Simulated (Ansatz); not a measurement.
```xyz
8

O    -1.124   -1.065   -0.771
Ge    0.161   -0.049   -0.175
O    -0.252    1.552   -0.728
O     0.431   -0.165    1.554
F     1.676   -0.546   -0.818
H    -0.958   -1.999   -0.622
H     0.416    2.205   -0.505
H    -0.349    0.068    2.064
```

Total charge 0; spin multiplicity 1.

List the PBE0/def2-TZVPP orbital energies in eV (Ansatz). (Estimate.)

Ansatz gave: Occupied: -10861.68, -1359.73, -1209.57, -1209.55, -1209.55, -673.55, -523.33, -523.33, -523.29, -172.72, -122.56, -122.51, -122.50, -35.85, -35.59, -35.54, -35.34, -35.32, -32.26, -28.77, -28.04, -28.01, -16.82, -15.16, -13.90, -13.42, -12.28, -11.90, -11.73, -10.99, -10.54, -9.94, -9.79, -9.47. Lowest empty: -0.58, 1.17, 1.36, 2.13, 2.94, 3.73, 4.03, 6.61.
